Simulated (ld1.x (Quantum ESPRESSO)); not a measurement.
# Ranking TM potentials for O

All share these settings but for the change named:

oxygen, norm-conserving Troullier–Martins (Kleinman–Bylander form), made with ld1.x (Quantum ESPRESSO) 7.5 (PBE, fully relativistic). Core [He], reference 2s2 2p3 (charge +1). Waves: 2s (bound): rc 0.60 bohr; 2p (bound): rc 1.50 bohr; 3d channel at 0.25 Ry: rc 1.30 bohr. Local part: all-electron potential smoothed inside 0.65 bohr (lloc = -1). Core correction: Bessel-smoothed model core inside 0.30 bohr.

Open shells are filled in proportion to 2j + 1 (rel_dist='average').

Cutoff: the first of the cutoffs (Ry, on a coarse ladder) from which the occupation-weighted sum of valence levels, in a spherical-Bessel basis at the reference potential, stays within 10 and 1 mRy of its value at 400 Ry; the density cutoff is not measured.

The base gives 200 Ry.

Of 7 variants that were run, those that failed, showed a ghost or another fault, or gave nearly equal values are left out.

A variant can come out equal or close to the base.

Task: Rank these variants from softest to hardest (loose cutoff).
A. wave 2s (bound): rc 0.60 bohr becomes 2s (bound): rc 0.80 bohr
B. all radii but the core radius scaled by about 0.94 (s 0.56, p 1.40, d 1.22 bohr); local potential all-electron potential smoothed inside 0.60 bohr (lloc = -1)
C. local potential the p channel

Result: A (80 Ry), C (200 Ry), B (230 Ry).
